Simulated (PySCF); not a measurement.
## Working out the ionisation energy of Kr⁺

Kr⁺ [Ar] 3d10 4s2 4p5 (2P) → Kr²⁺ [Ar] 3d10 4s2 4p4 (3P). All numbers are calculated (PySCF 2.14, scalar relativity through the core potential, in aug-cc-pwCVDZ-PP with ECP10MDF (6s5p4d1f, 48 functions)). Frozen: nothing. Energies in hartree (1 hartree = 27.21139 eV):

```
             part  Kr⁺ (lower)  Kr²⁺ (upper)
              UHF  -461.697680   -460.843564
MP2 opposite-spin    -0.353885     -0.335631
    MP2 same-spin    -0.178258     -0.169837
```

Task: What does Hartree-Fock give?

Result: (-460.843564) − (-461.697680) = 0.854116 hartree = 23.242 eV.

Task: What do MP2 and SCS-MP2 (6/5 opposite-spin, 1/3 same-spin) give?

Result: The opposite-spin parts differ by 0.497 eV and the same-spin parts by 0.229 eV. MP2: 23.242 + (0.497) + (0.229) = 23.968 eV. SCS-MP2: 23.242 + 1.2 × (0.497) + (0.229)/3 = 23.915 eV.

Reference: 24.360 eV (measured; NIST Atomic Spectra Database, ionization energies), between the lowest levels; spin-orbit coupling is absent from the calculation.

A double-zeta basis recovers only part of the correlation energy.

What remains against the reference includes basis incompleteness and correlation beyond second order.
